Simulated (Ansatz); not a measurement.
Reaction (formal hydrolysis of the Al–C bond): `C[CH](C)[Al]([CH3])[Br]` + H₂O → `[CH3][Al]([OH])[Br]` + `CCC`

Gas-phase electronic energies from Ansatz, PBE0-D4/def2-TZVP geometries. CCSD(T)/CBS is the MP2 limit (def2-TZVPP, def2-QZVPP) plus CCSD(T) − MP2 in def2-TZVPP, frozen cores. This one scheme is used for every species. DFT in def2-TZVPP. B3LYP here is the variant with VWN-RPA as its local correlation; programs differ in this. HSE06 is defined as in plane-wave codes. For Br outer-core shells are correlated without core-valence functions, which leaves a few kJ/mol of doubt a bond. Scalar relativity is left out up to krypton. One conformer a species, not always the lowest.

| level | ΔE (kcal/mol) | difference from CCSD(T)/CBS |
| --- | --- | --- |
| LDA (SPW92) | -37.1 | 1.0 |
| PBE-D4 | -36.5 | 1.6 |
| revPBE-D4 | -36.1 | 2.0 |
| BLYP-D4 | -39.0 | -0.9 |
| r2SCAN-D4 | -39.8 | -1.7 |
| B97M-V | -40.6 | -2.5 |
| PBE0-D4 | -37.1 | 1.0 |
| B3LYP-D4 | -39.5 | -1.4 |
| r2SCANh-D4 | -39.8 | -1.7 |
| r2SCAN0-D4 | -39.7 | -1.6 |
| HSE06-D4 | -37.1 | 1.0 |
| BHLYP-D4 | -40.6 | -2.5 |
| CAM-B3LYP-D4 | -40.8 | -2.7 |
| ωB97X-V | -39.2 | -1.1 |
| ωB97M-V | -38.7 | -0.6 |
| B2PLYP | -41.4 | -3.3 |
| PBE | -38.3 | -0.2 |
| revPBE | -38.8 | -0.7 |
| BLYP | -42.2 | -4.1 |
| r2SCAN | -40.4 | -2.3 |
| PBE0 | -38.8 | -0.7 |
| r2SCAN0 | -40.4 | -2.3 |
| HSE06 | -38.7 | -0.6 |
| CAM-B3LYP | -42.6 | -4.5 |
| LC-ωPBE | -40.0 | -1.9 |
| RPA@PBE/def2-TZVPP | -38.2 | -0.1 |
| HF/def2-SVP | -44.4 | -6.3 |
| MP2/def2-SVP | -41.0 | -2.9 |
| CCSD/def2-SVP | -41.3 | -3.2 |
| CCSD(T)/def2-SVP | -40.6 | -2.5 |
| HF/def2-TZVPP | -45.0 | -6.9 |
| MP2/def2-TZVPP | -38.8 | -0.7 |
| SCS-MP2/def2-TZVPP | -40.1 | -2.0 |
| CCSD(T)/def2-TZVPP | -38.8 | -0.7 |
| HF/def2-QZVPP | -45.1 | -7.0 |
| MP2/def2-QZVPP | -38.4 | -0.3 |
| SCS-MP2/def2-QZVPP | -39.8 | -1.7 |
| HF/CBS(def2) | -45.1 | -7.0 |
| MP2/CBS(def2) | -38.1 | 0.0 |
| CCSD/CBS(def2) | -39.0 | -0.9 |
| CCSD(T)/CBS | -38.1 | 0 |

Largest T1 diagnostic among the species: 0.009.

In def2-TZVPP, CCSD(T) changes the Hartree–Fock value by +6.2 kcal/mol (the triples alone add +1.0 kcal/mol) and MP2 by +6.2 kcal/mol. From BLYP to BHLYP (50 % exact exchange), in def2-TZVPP and without D4, ΔE moves by −1.0 kcal/mol. At CCSD(T), def2-SVP lies −2.5 kcal/mol from the extrapolated value and def2-TZVPP −0.7 kcal/mol.
